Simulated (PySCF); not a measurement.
# Cd²⁺ (cadmium, charge +2) across methods

[Kr] 4d9 5p1, one real determinant (an excited configuration). All numbers are calculated (PySCF 2.14, scalar relativity through the core potential, in aug-cc-pVDZ-PP with ECP28MDF (5s5p4d2f, 54 functions)).

```json
{"method": "revPBE", "E (hartree)": "-166.2253", "mean ε 4d α (eV)": "-36.311", "mean ε 4d β (eV)": "-35.381", "mean ε 5p α (eV)": "-17.539", "Σ⟨r²⟩ (bohr²)": "32.87", "⟨S²⟩": "2.000"}
{"method": "HSE06", "E (hartree)": "-166.1626", "mean ε 4d α (eV)": "-38.396", "mean ε 4d β (eV)": "-37.369", "mean ε 5p α (eV)": "-17.881", "Σ⟨r²⟩ (bohr²)": "32.86", "⟨S²⟩": "2.000"}
{"method": "LDA", "E (hartree)": "-165.8350", "mean ε 4d α (eV)": "-36.527", "mean ε 4d β (eV)": "-35.553", "mean ε 5p α (eV)": "-17.725", "Σ⟨r²⟩ (bohr²)": "32.88", "⟨S²⟩": "2.000"}
{"method": "PBE0", "E (hartree)": "-166.1657", "mean ε 4d α (eV)": "-38.826", "mean ε 4d β (eV)": "-37.797", "mean ε 5p α (eV)": "-18.255", "Σ⟨r²⟩ (bohr²)": "32.86", "⟨S²⟩": "2.000"}
{"method": "PBE", "E (hartree)": "-166.1640", "mean ε 4d α (eV)": "-36.369", "mean ε 4d β (eV)": "-35.427", "mean ε 5p α (eV)": "-17.583", "Σ⟨r²⟩ (bohr²)": "32.87", "⟨S²⟩": "2.000"}
{"method": "r2SCAN", "E (hartree)": "-166.2193", "mean ε 4d α (eV)": "-36.901", "mean ε 4d β (eV)": "-35.845", "mean ε 5p α (eV)": "-17.742", "Σ⟨r²⟩ (bohr²)": "32.72", "⟨S²⟩": "2.001"}
{"method": "UHF", "E (hartree)": "-165.39644", "mean ε 4d α (eV)": "-45.143", "mean ε 4d β (eV)": "-43.793", "mean ε 5p α (eV)": "-19.709", "Σ⟨r²⟩ (bohr²)": "33.25", "⟨S²⟩": "2.001"}
{"method": "MN15", "E (hartree)": "-165.8003", "mean ε 4d α (eV)": "-39.310", "mean ε 4d β (eV)": "-38.489", "mean ε 5p α (eV)": "-18.708", "Σ⟨r²⟩ (bohr²)": "33.04", "⟨S²⟩": "2.000"}
{"method": "M06-2X", "E (hartree)": "-166.0933", "mean ε 4d α (eV)": "-41.324", "mean ε 4d β (eV)": "-40.312", "mean ε 5p α (eV)": "-19.020", "Σ⟨r²⟩ (bohr²)": "32.99", "⟨S²⟩": "2.001"}
```

⟨L²⟩ = 8.01 against 12 for a pure F term, so this real determinant mixes terms. Energies and moments cover only the electrons outside the core potential.
